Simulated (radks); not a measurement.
These are the eigenvalues of the occupied orbitals of an atom or ion with whole-number occupations (hartree). All-electron calculation, Dirac Kohn-Sham, relativistic LDA (MacDonald-Vosko exchange, VWN5 correlation), spin-unpolarised, spherical densities, finite nucleus; Fermi nuclear charge, rms radius of each element as measured or else 0.836 A^(1/3) + 0.57 fm. Program: a radial shooting solver on a logarithmic mesh with Libxc functionals.

| orbital | eigenvalue |
|---|---|
| 1s1/2 | -1536.174 |
| 2s1/2 | -256.0197 |
| 2p1/2 | -242.8570 |
| 2p3/2 | -225.3127 |
| 3s1/2 | -63.28218 |
| 3p1/2 | -57.62591 |
| 3p3/2 | -54.13988 |
| 3d3/2 | -44.17761 |
| 3d5/2 | -43.42210 |
| 4s1/2 | -20.22958 |
| 4p1/2 | -18.06605 |
| 4p3/2 | -17.25220 |
| 4d3/2 | -13.63575 |
| 4d5/2 | -13.48192 |

Which element is it, and in what charge state? The configuration may be excited.

Answer. Z = 59, praseodymium, charge +14: Pr14+ in [Ar] 3d10 4s2 4p(1/2: 1, 3/2: 4) 4d10. The list shows which subshells hold electrons but not how many an open one holds; the 1s level, -1536.2 hartree, gives Z - s = 55.4 by -(Z - s)^2/2, which with screening and relativity narrows Z to a few neighbours, and the depths of the outer levels then fix element, charge and occupations together.
